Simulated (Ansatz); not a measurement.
SnEtH3 (C₂H₈Sn). Total charge 0; singlet. Geometry PBE0-D4/def2-SVP.

Cartesian coordinates in Å:
```
Sn 0.207 -1.604 0.133
C 0.498 0.530 0.339
C -0.559 1.362 -0.373
H 1.507 0.754 -0.043
H 0.517 0.747 1.419
H -0.378 2.442 -0.243
H -0.576 1.165 -1.456
H -1.572 1.157 0.010
H 0.158 -2.023 -1.532
H -1.283 -2.061 0.855
H 1.482 -2.469 0.890
```

In the def2 sets Sn takes a core potential; there is no spin–orbit coupling.

(1) Estimate the orbital energies around the gap (eV) in Ansatz with HF/def2-TZVP, BLYP-D4/def2-TZVP, r2SCAN-D4/def2-TZVP, PBE0-D4/def2-SVP, BHLYP-D4/def2-TZVP.

Answers

(1) 
```csv
orbital,HF/def2-TZVP,BLYP-D4/def2-TZVP,r2SCAN-D4/def2-TZVP,PBE0-D4/def2-SVP,BHLYP-D4/def2-TZVP
HOMO−13,-35.55,-25.08,-25.93,-28.05,-30.75
HOMO−12,-35.53,-25.06,-25.91,-28.04,-30.73
HOMO−11,-35.37,-24.96,-25.80,-27.92,-30.60
HOMO−10,-35.37,-24.96,-25.79,-27.92,-30.60
HOMO−9,-27.68,-18.47,-19.66,-20.94,-23.47
HOMO−8,-22.71,-14.93,-15.85,-17.01,-19.20
HOMO−7,-17.84,-12.22,-12.79,-13.94,-15.46
HOMO−6,-16.49,-10.75,-11.28,-12.42,-14.00
HOMO−5,-15.46,-10.01,-10.51,-11.62,-13.11
HOMO−4,-14.17,-9.07,-9.51,-10.61,-11.99
HOMO−3,-13.48,-8.41,-8.79,-9.84,-11.30
HOMO−2,-11.84,-7.50,-7.91,-8.78,-9.99
HOMO−1,-11.80,-7.46,-7.86,-8.73,-9.95
HOMO,-10.51,-6.54,-6.88,-7.79,-8.86
LUMO,2.57,-0.37,0.05,0.76,0.93
LUMO+1,3.19,-0.03,0.37,1.37,1.66
LUMO+2,3.27,0.37,0.76,1.44,1.75
LUMO+3,3.93,0.53,0.92,1.50,1.77
LUMO+4,4.61,1.13,1.91,2.56,2.51
LUMO+5,5.21,1.57,2.34,3.43,3.06
```
